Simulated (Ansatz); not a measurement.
Stepwise reaction of `CN[SiH2]NC` with ammonia, as a gas-phase model of exchange steps in deposition or etching. ΔE in kJ/mol.

Gas-phase electronic energies from Ansatz, PBE0-D4/def2-TZVP geometries. CBS: MP2 limit from def2 TZ/QZ plus the TZ coupled-cluster correction, frozen cores. This one scheme is used for every species. DFT in def2-TZVPP. B3LYP here is the variant with VWN-RPA as its local correlation; programs differ in this. Each species was taken in one conformer, which may not be the lowest.

```csv
step,reaction,PBE-D4,B3LYP-D4,ωB97M-V,CCSD(T)/CBS
1,`CN[SiH2]NC` + NH₃ → `CN[SiH2]N` + CH₃NH₂,5.2,4.9,3.6,4.1
2,`CN[SiH2]N` + NH₃ → `N[SiH2]N` + CH₃NH₂,2.8,2.4,1.4,2.1
```

(1) By hand: ΔE of the 2 steps together at CCSD(T)/CBS.

## Answers

(1) (4.1) + (2.1) = 6.2 kJ/mol, or 3.1 kJ/mol a step.

In ΔE the steps differ by no more than 2.0 kJ/mol. PBE-D4 differs from CCSD(T)/CBS by 0.7 to 1.1 kJ/mol a step. Isolated molecules leave out the surface, adducts and barriers. Largest T1 diagnostic: 0.010.
